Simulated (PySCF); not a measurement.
AlB$_{2}$FH$_{3}$, AlBCl$_{2}$H (calculated)

Computed with PySCF 2.14.0. Calculation on a computer-drawn molecule: optimised geometry and harmonic frequencies of an isolated molecule of the commonest isotopes, restricted reference for singlets and unrestricted otherwise, frozen core in MP2.

Common to all runs: charge 0; multiplicity 2; basis cc-pV(D+d)Z.

```yaml
- entry: 1
  formula: AlB2FH3
  start_structure:
    atoms_angstrom:
      - [B, -0.1962, -2.4736, 0.5843]
      - [Al, 0.3244, -0.5778, 1.2055]
      - [B, -0.908, 1.1789, 1.2025]
      - [F, 1.886, -0.4236, 1.7689]
      - [H, -0.5181, -3.5587, 0.2202]
      - [H, -1.594, 1.4852, 2.1422]
      - [H, -0.96, 1.9272, 0.2619]
  given:
    method: MP2
    drawn_bonds_atom: [1, 2, 2, 1, 3, 3]
    drawn_bonds_other_atom: [2, 3, 4, 5, 6, 7]
    drawn_bonds_order: [1, 1, 1, 1, 1, 1]
  results:
    optimised_atom_element: [B, Al, B, F, H, H, H]
    "optimised_atom_x [angstrom]": [-0.2005, 0.347, -0.9078, 1.927, -0.5533, -1.608, -0.9706]
    "optimised_atom_y [angstrom]": [-2.459, -0.5712, 1.164, -0.414, -3.541, 1.468, 1.911]
    "optimised_atom_z [angstrom]": [0.5861, 1.215, 1.199, 1.785, 0.2127, 2.138, 0.2502]
    "modes_frequency [cm^-1]": [50.94, 138.9, 188.4, 196.7, 273.1, 525.8, 558.2, 633.8, 702.1, 805.0, 874.0, 1197, 2612, 2689, 2765]
    "modes_reduced_mass [dalton]": [1.035, 3.167, 5.117, 5.665, 1.141, 4.976, 1.326, 1.858, 3.002, 5.649, 1.648, 1.131, 1.055, 1.121, 1.101]
    "rotational_constants [GHz]": [6.302, 4.997, 2.853]
    "total_energy [hartree]": -392.8159
    spin_squared: 0.7599
    "convergence_status_largest_gradient_component [hartree/bohr]": 1.048e-05
- entry: 2
  formula: AlBCl2H
  start_structure:
    atoms_angstrom:
      - [B, 1.9994, -0.5497, -2.2697]
      - [Al, 2.9135, -0.6232, -0.5401]
      - [Cl, 2.9943, 0.983, 0.7838]
      - [Cl, 3.8069, -2.2955, 0.2504]
      - [H, 1.4706, -0.499, -3.3014]
  given:
    method: HF
    drawn_bonds_atom: [1, 2, 2, 1]
    drawn_bonds_other_atom: [2, 3, 4, 5]
    drawn_bonds_order: [1, 1, 1, 1]
  results: {}
```

**Q.** AlBCl$_{2}$H (entry 2): spin squared?
**A.** 0.7588

**Q.** What total energy does the calculation give for AlBCl$_{2}$H (entry 2)?
**A.** -1186.2748 hartree

Further results for AlBCl$_{2}$H (entry 2):

* rotational constants: 4.438, 2.21, 1.475 GHz
* convergence status largest gradient component: 3.231e-05 hartree/bohr

Optimised structure:
```xyz
5
AlBCl2H
B      1.9932    -0.5492    -2.2702
Al     2.9180    -0.6189    -0.4612
Cl     2.9743     1.0769     0.7791
Cl     3.8302    -2.3902     0.2079
H      1.4690    -0.5030    -3.3325
```

Modes:
```tsv
frequency (cm⁻¹)	reduced mass (dalton)
96.51	1.769
145	3.907
160.6	22.57
224.1	2.807
437.4	16.19
588.1	9.277
704.9	1.453
731.3	8.541
2850	1.101
```
